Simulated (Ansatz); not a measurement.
Ansatz (a first-principles code) input:

Ansatz 0.2 input:
```yaml
crystal:
  periodic: [false, false, false]
  atoms:
    - {symbol: Zn, position_ang: [-0.00000000, -0.00000000, -0.39802834]}
    - {symbol: F, position_ang: [0.00000000, 0.00000000, 1.32676115]}
basis:
  gaussian:
    orbitals: def2-SVPD
total_charge: 1
magnetization: {spin_polarized: false}
correlation: {method: ccsd_t, electrons: outside_noble_gas}
output: {forces: true}
```

Which total energy does the run end on?

-1877.09574 Eh (CCSD(T)/def2-SVPD). The basis has 57 functions.
